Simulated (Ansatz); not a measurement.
This geometry of ClGaH₂O (5 atoms, charge 0, multiplicity 1) is a first-order saddle point.

Level of theory: RKS B3LYP/def2-SVP (Ansatz 0.2.0).

```xyz
5
Properties=species:S:1:pos:R:3
O -1.044 0.149 -0.834
Ga 0.471 0.072 0.106
Cl 1.158 -1.918 0.596
H -1.878 0.316 -0.378
H 1.343 1.308 0.468
```

Question: Which two structures does it join? (They come from a converged band through this point; their orientation in space is the band's.)

Answer: No bond is made or broken. The dihedral H4–O1–Ga2–Cl3 goes from 0 to 180°.

First end point:

```xyz
5
Properties=species:S:1:pos:R:3
O -1.150 0.523 -0.497
Ga 0.476 0.196 0.150
Cl 0.957 -1.884 0.518
H -1.701 -0.259 -0.636
H 1.468 1.351 0.424
```

Last end point:

```xyz
5
Properties=species:S:1:pos:R:3
O -1.236 -0.151 -0.469
Ga 0.430 -0.010 0.151
Cl 1.286 -1.921 0.647
H -1.651 0.690 -0.702
H 1.220 1.318 0.332
```

Question: How far does it lie above each of them?

Answer: 5.2 kcal/mol above the first and 3.4 kcal/mol above the second. This is the barrier of this one path; another mechanism may lie lower.

Run time: 2.7 min on 1 CPU thread of a shared host.
